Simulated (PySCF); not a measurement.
# Sound and unsound settings

Molecule: SMILES C#CC1=C[SiH2]C=C[SiH2]1, C6H8Si2; geometry GFN2-xTB.

Bonds (- single, = double, # triple, : aromatic): C1#C2, C2-C3, C3=C4, C4-Si5, Si5-C6, C6=C7, C7-Si8, Si8-C3. C1 carries H9; C4 carries H10; Si5 carries H11, H12; C6 carries H13; C7 carries H14; Si8 carries H15, H16.

All runs: PySCF 2.14, non-relativistic, gas phase unless a solvent (IEF-PCM) is named; grid level 2, GIAOs and SCF threshold 1e-9 unless changed. The yardstick, PBE0/pcSseg-1, gives these isotropic shieldings σ (ppm, equivalent atoms averaged): C4 26.3, C6 34.0, Si8 419.3, Si5 421.6, H14 24.38, H11/H12 26.97, H15/H16 27.04.

Q: What do these inputs give? (1) PBE0/3-21G; (2) wB97X-D/3-21G

A: 
```tsv
run	outcome	functions	wall time	C4	C6	Si8	Si5	H14	H11/H12	H15/H16
1	converged	96	15 s	75.6	82.7	529.5	528.8	25.82	28.41	28.36
2	converged	96	19 s	74.8	82.0	532.6	532.5	25.95	28.59	28.52
```

Times are on 1 thread of an Intel Xeon Platinum 8259CL, shared host.
